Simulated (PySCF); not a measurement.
GeHCl, SMILES [GeH][Cl] (connectivity only; charge and spin as stated), neutral, multiplicity 1. Coordinates come from a ωB97X-D3(BJ)/def2-TZVP optimisation.

The numbers are results of ωB97X-D3(BJ)/def2-TZVP (PySCF), not measurements.

Harmonic wavenumbers (cm⁻¹): 413, 752, 1951. Rotational constants (GHz): 201.9, 4.449, 4.353; symmetry number 1.

Work out the zero-point energy and the ideal-gas rigid-rotor harmonic-oscillator thermochemistry at 298.15 K and 1 atm.

ZPE = ½ Σ hcν = ½ × 3116 cm⁻¹ = 4.45 kcal/mol. H − E(el) = 7.07 kcal/mol. Entropy in cal/(mol K): translation 39.98, rotation 21.94, vibration 1.17, total 63.08. G − E(el) = -11.74 kcal/mol. Cp = 10.14 cal/(mol K).
